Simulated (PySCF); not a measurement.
# Dipole polarisabilities along the 4p block

Calculated with PySCF 2.14 for the ground configurations, without spin-orbit coupling: coupled response for Hartree-Fock and DFT, finite fields for MP2 and CCSD(T), with Ga 3s2 3p6 3d10; Ge 3s2 3p6 3d10; As 3s2 3p6 3d10; Se 3s2 3p6 3d10; Br 3s2 3p6 3d10; Kr 3s2 3p6 3d10 frozen. Mean α in bohr³, C₆ of like pairs in atomic units.

```json
{"species": "Ga [Ar] 3d10 4s2 4p1 (aug-cc-pwCVTZ-PP with ECP10MDF, ECP)", "α UHF": "57.60", "α PBE": "63.82", "α PBE0": "59.42", "α MP2": "56.69", "α CCSD(T)": "55.76", "α recommended (Schwerdtfeger and Nagle)": "50 ± 3", "C₆ UHF": "506.5", "C₆ PBE": "539.5", "C₆ PBE0": "505.0"}
{"species": "Ge [Ar] 3d10 4s2 4p2 (aug-cc-pwCVTZ-PP with ECP10MDF, ECP)", "α UHF": "41.27", "α PBE": "45.80", "α PBE0": "43.22", "α MP2": "40.96", "α CCSD(T)": "40.88", "α recommended (Schwerdtfeger and Nagle)": "40 ± 1", "C₆ UHF": "364.2", "C₆ PBE": "402.9", "C₆ PBE0": "378.3"}
{"species": "As [Ar] 3d10 4s2 4p3 (aug-cc-pwCVTZ-PP with ECP10MDF, ECP)", "α UHF": "30.31", "α PBE": "33.54", "α PBE0": "31.89", "α MP2": "30.19", "α CCSD(T)": "30.29", "α recommended (Schwerdtfeger and Nagle)": "30 ± 1", "C₆ UHF": "258.6", "C₆ PBE": "288.9", "C₆ PBE0": "272.6"}
{"species": "Se [Ar] 3d10 4s2 4p4 (aug-cc-pwCVTZ-PP with ECP10MDF, ECP)", "α UHF": "25.01", "α PBE": "27.71", "α PBE0": "26.44", "α MP2": "25.56", "α CCSD(T)": "25.66", "α recommended (Schwerdtfeger and Nagle)": "28.9 ± 1", "C₆ UHF": "208.2", "C₆ PBE": "234.7", "C₆ PBE0": "221.9"}
{"species": "Br [Ar] 3d10 4s2 4p5 (aug-cc-pwCVTZ-PP with ECP10MDF, ECP)", "α UHF": "20.12", "α PBE": "22.21", "α PBE0": "21.28", "α MP2": "20.70", "α CCSD(T)": "20.79", "α recommended (Schwerdtfeger and Nagle)": "21 ± 1", "C₆ UHF": "162.1", "C₆ PBE": "182.5", "C₆ PBE0": "173.3"}
{"species": "Kr [Kr] (aug-cc-pwCVTZ-PP with ECP10MDF, ECP)", "α UHF": "16.28", "α PBE": "17.90", "α PBE0": "17.20", "α MP2": "16.79", "α CCSD(T)": "16.86", "α recommended (Schwerdtfeger and Nagle)": "16.78 ± 0.02", "C₆ UHF": "126.0", "C₆ PBE": "141.3", "C₆ PBE0": "134.7"}
```

Hartree-Fock lacks correlation. MP2 and CCSD(T) carry the error of the frozen core. All values carry a basis error.
